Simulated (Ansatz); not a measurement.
C$_{6}$H$_{11}$B (SMILES C=CCBCC=C), singlet, geometry from GFN2-xTB, with bond 18-1 at 2.4 times its length; CASSCF(6,5)/STO-3G (Ansatz, an electronic-structure program).

The Ansatz input:
Ansatz 0.2 input:
```yaml
crystal:
  periodic: [false, false, false]
  atoms:
    - {symbol: B, position_ang: [-0.38451625, 0.76842364, 0.84579248]}
    - {symbol: C, position_ang: [0.19835362, -0.31776117, 1.83467357]}
    - {symbol: C, position_ang: [0.31793565, -1.70622908, 1.29671895]}
    - {symbol: C, position_ang: [1.45787224, -2.31273633, 1.02091311]}
    - {symbol: H, position_ang: [-0.42182598, -0.33897268, 2.73736017]}
    - {symbol: H, position_ang: [1.18321075, 0.02758789, 2.16600419]}
    - {symbol: H, position_ang: [-0.62082804, -2.21536379, 1.11641276]}
    - {symbol: H, position_ang: [2.40931030, -1.83314291, 1.18744489]}
    - {symbol: H, position_ang: [1.49439513, -3.31072976, 0.61773071]}
    - {symbol: C, position_ang: [-0.73102111, 0.39690000, -0.64677868]}
    - {symbol: C, position_ang: [-0.88826351, 1.55812889, -1.57420328]}
    - {symbol: C, position_ang: [-0.12181878, 1.78496906, -2.62484999]}
    - {symbol: H, position_ang: [-1.68659358, -0.14217115, -0.60691537]}
    - {symbol: H, position_ang: [-0.00927559, -0.31204930, -1.06018537]}
    - {symbol: H, position_ang: [-1.68277742, 2.24969633, -1.32370866]}
    - {symbol: H, position_ang: [0.67870396, 1.11546889, -2.89619938]}
    - {symbol: H, position_ang: [-0.25698035, 2.64469389, -3.25905478]}
    - {symbol: H, position_ang: [-0.81313350, 3.37197335, 1.82382625]}
basis:
  gaussian:
    orbitals: STO-3G
hamiltonian:
  xc: hf
magnetization: {spin_polarized: false}
correlation: {active_space: {window: {electrons: 6, orbitals: 5}}}
```

What the program printed (banner, timings and long lists left out):

```
Functional definition: HF
632 factors; integrals over basis functions are off by at most 1.0e-4 eV
mean field evaluation 1: about -6926.6212 eV, gradient 2.5e1 eV
mean field evaluation 2: about -6926.9022 eV, gradient 2.5e1 eV
mean field evaluation 4: about -6932.8515 eV, gradient 4.4e0 eV
mean field evaluation 8: about -6932.9735 eV, gradient 4.4e-5 eV
mean field evaluation 16: about -6928.8669 eV, gradient 5.8e-2 eV
mean field -6932.96531990 eV, -254.7817761735 hartree, gradient 1.3e-6 eV, S^2 0.000000; 1 other end points of the search recorded, 0 dependent functions left out
reference -6932.96531990 eV, -254.7817761735 hartree; 26, 26 occupied and 20, 20 virtual orbitals, 632 factors
state -6938.51073672 eV, -254.9855664829 hartree
2 active orbitals were swapped for others, from the solution at -6938.50919259 eV, -254.9855097374 hartree to that at -6938.51073672 eV, -254.9855664829 hartree; typed "places" are swapped only where nearly empty or full, and so, without "given_window_search", are "orbital_numbers", "shells" and a window whose orbitals a file names under [Active]
Total energy: -6938.51073672 eV, -254.9855664829 hartree
```
